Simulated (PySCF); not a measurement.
Si(Cl)3(NCO) (CCl3NOSi), SMILES O=C=N[Si](Cl)(Cl)Cl.

Geometry: PBE0-D3(BJ)/def2-SVP. Other conformers were not sampled.

All values below come from SMD-PBE0/def2-SVP (PySCF).

Solvation free energies are E(SMD) − E(gas) at the gas-phase geometry, for 1 M in both phases. In vacuum the dipole moment is 0.31 D.

Computed solvation free energies in water, N,N-dimethylformamide, cyclohexanone:
```csv
solvent,ΔG(solv) (kcal/mol),its non-electrostatic (CDS) part,dipole (D)
water,3.1,5.5,0.39
"N,N-dimethylformamide",-3.4,-2.0,0.24
cyclohexanone,-3.3,-2.0,0.24
```
